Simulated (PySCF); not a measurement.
# Gallium: highly charged ions in a basis for the neutral atom

Ga¹⁰⁺ [Ar] 3d3, Ga¹¹⁺ [Ar] 3d2. Calculation: PySCF 2.14, in cc-pVTZ-PP with ECP10MDF (5s4p3d1f, 39 functions); a scalar-relativistic core potential. No spin-orbit coupling, so a gap to NIST mixes the basis error with missing relativistic terms.

Changed run: basis of the neutral atom used for a highly charged ion. This setting is unsound on purpose.

```json
{"species": "Ga¹⁰⁺", "method": "UHF", "sound run (hartree)": "not run", "changed run (hartree)": "-216.78471", "converged": "yes"}
{"species": "Ga¹⁰⁺", "method": "M06-2X", "sound run (hartree)": "not run", "changed run (hartree)": "-217.23662", "converged": "yes"}
{"species": "Ga¹⁰⁺", "method": "MN15", "sound run (hartree)": "not run", "changed run (hartree)": "-216.95325", "converged": "yes"}
{"species": "Ga¹¹⁺", "method": "UHF", "sound run (hartree)": "not run", "changed run (hartree)": "-206.15375", "converged": "yes"}
{"species": "Ga¹¹⁺", "method": "M06-2X", "sound run (hartree)": "not run", "changed run (hartree)": "-206.53028", "converged": "yes"}
{"species": "Ga¹¹⁺", "method": "MN15", "sound run (hartree)": "not run", "changed run (hartree)": "-206.15585", "converged": "yes"}
```

Ionisation energy of Ga¹⁰⁺:

| method | changed run (eV) | NIST (eV) |
| --- | --- | --- |
| UHF | 289.28 | 280 ± 2.4 |
| M06-2X | 291.33 | 280 ± 2.4 |
| MN15 | 293.81 | 280 ± 2.4 |

The contracted functions were made for the neutral atom and can be too rigid for a highly charged ion.
